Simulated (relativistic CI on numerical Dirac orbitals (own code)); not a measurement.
## Eu⁺: calculation against measurement

Calculated at this level of theory: Dirac-Coulomb-Breit CI, KLI orbitals optimised for each configuration, model QED (radiative potential, 1s self-energy scaled to tabulated hydrogen-like ionisation energies), valence Slater integrals scaled by 0.85, P86 correlation estimate, and configurations built on the next ion tied to the tabulated ionisation energy (semi-empirical) (own radial code, finite nucleus).

CI space (outside the closed core [Xe]): 4f7 6s, 4f7 5d, 4f7 6p, 4f7 7s, 4f6 6s2, 4f8, 4f7 7p, 4f6 7s2, 4f5 6s 7s2. The list is cut by size and lacks configurations that can hold low levels.

| Configuration | Term (tabulated) | J | Measured (cm⁻¹) | Computed | Error | Purity (%) |
| --- | --- | --- | --- | --- | --- | --- |
| 4f7 6s | a 9S° | 4 | 0.0 | 0 | 0 | 98 |
| 4f7 5d | a 9D° | 2 | 9923.0 | 13335 | 3412 | 97 |
| 4f7 5d | a 9D° | 3 | 10081.6 | 13435 | 3353 | 97 |
| 4f7 5d | a 9D° | 4 | 10312.8 | 13576 | 3263 | 97 |
| 4f7 5d | a 9D° | 5 | 10643.5 | 13771 | 3128 | 97 |
| 4f7 5d | a 9D° | 6 | 11128.2 | 14036 | 2908 | 98 |
| 4f7 5d | a 7D° | 5 | 16860.7 | 23028 | 6168 | 96 |
| 4f7 5d | a 7D° | 4 | 17004.1 | 22958 | 5954 | 96 |
| 4f7 5d | a 7D° | 3 | 17140.9 | 22980 | 5839 | 96 |
| 4f7 5d | a 7D° | 2 | 17247.7 | 23022 | 5775 | 97 |
| 4f7 5d | a 7D° | 1 | 17324.7 | 23065 | 5740 | 98 |
| 4f7 6p | (7/2,3/2) | 5 | 26172.8 | 29402 | 3229 | 98 |

Measured levels from NIST Handbook of Basic Atomic Spectroscopic Data (Sansonetti and Martin, J. Phys. Chem. Ref. Data 34, 1559 (2005)); pairs were made by configuration, J and term (by order where the table uses no LS term), so strongly mixed levels may be paired wrongly.

Mean error by configuration (cm⁻¹): 4f7 5d 4554; 4f7 6p 3229. Over the excited levels the mean absolute error is 4434 cm⁻¹ (11 of the 25 excited levels that our extract of the source holds in range could be paired, and the others can miss by more), and the median relative error of those above 1,000 cm⁻¹ is 33 %. Some levels of the ground configuration have no partner.

Transition probabilities of persistent lines. The last column rescales the computed rate by the cube of measured over computed energy:

| λ measured (Å) | Lower | Upper | A tabulated (s⁻¹) | A computed | A rescaled |
| --- | --- | --- | --- | --- | --- |
| 3819.67 air | 4f7 6s a 9S°_4 | 4f7 6p (7/2,3/2)_5 | 1.27e+08 | 2.97e+08 | 2.09e+08 |
